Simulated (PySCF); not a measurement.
**Stretching GaAs⁺**

Set-up: basis Ga def2-TZVPPD, As def2-TZVPPD; no relativity; PySCF 2.14. Energies in eV from Ga⁺ + As in their ground configurations at the same level. State: ⁴Σ⁻ (quartet), unpaired electrons σ ↑, π ↑↑.

```
R (Å)      PBE  UHF-CCSD
2.337  -0.5394          
2.446  -0.6988   -0.2705
2.555  -0.7768   -0.3697
2.636  -0.8006   -0.4102
2.718  -0.8045   -0.4309
2.800  -0.7948   -0.4376
2.908  -0.7680   -0.4321
3.044  -0.7214   -0.4110
3.207  -0.6569   -0.3754
3.425  -0.5684
```

Task: Put a parabola through the three lowest points of the PBE curve and estimate Re, k and ωe (reduced mass 35.9 u; 1 eV/Å² = 0.16022 mdyn/Å; ωe = 1302.8·√(k/μ) cm⁻¹).

Result: Through R = 2.636, 2.718, 2.8 Å the second-order coefficient is 1.01 eV/Å², so Re ≈ 2.701 Å, k ≈ 0.324 mdyn/Å and ωe ≈ 124 cm⁻¹. A polynomial fit of higher order to the unrounded PBE energies gives Re = 2.697 Å, k = 0.359 mdyn/Å, ωe = 130 cm⁻¹; anharmonicity and rounding make the difference.

The higher-order fit for each curve: PBE: Re = 2.697 Å, ωe = 130 cm⁻¹, De = 0.81 eV; UHF-CCSD: Re = 2.811 Å, ωe = 102 cm⁻¹, De = 0.438 eV.

Correlated steps freeze 18 core orbitals. Spin–orbit coupling is left out. For an ion De counts to the pair picked by the measured ionisation energies or electron affinities, which need not be the lowest pair at this level. The state was picked by a PBE0 search and need not be the measured ground state.
